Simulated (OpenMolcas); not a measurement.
CHClFNSi (SMILES FC1=N[SiH]1Cl): name the method

CHClFNSi: 6 atoms, total charge 0, spin state singlet. As SMILES, `FC1=N[SiH]1Cl`. Geometry: relaxed at PBE0-D4/def2-TZVP.

```
atom    x (Å)    y (Å)    z (Å)
   F   0.1583  -2.2813  -0.6387
   C   0.2166  -1.0437  -0.2121
   N   1.2403  -0.3917   0.1610
  Si  -0.2339   0.5932   0.2348
  Cl  -0.5257   2.0702  -1.1165
   H  -0.8136   0.9894   1.5254
```

Orbital energies are those of the mean-field step.

A calculation with OpenMolcas 26.06 gave:

| Property | Result |
| --- | --- |
| total energy | -938.8885 Eh |
| dipole moment | 1.87 D |
| HOMO energy | -6.35 eV |
| LUMO energy | -1.78 eV |
| HOMO–LUMO gap | 4.57 eV |
| largest force | 0.911 eV/Å |

Which of these levels gave the numbers?
A. HF/6-31G* (spherical functions)
B. B3LYP/6-31G* (spherical functions)
C. CCSD(T)/6-31G* (spherical functions)
D. SVWN5/6-31G* (spherical functions)

D. The others give -940.7186 Eh (HF/6-31G* (spherical functions)), -942.9663 Eh (B3LYP/6-31G* (spherical functions)), -941.4211 Eh (CCSD(T)/6-31G* (spherical functions)).
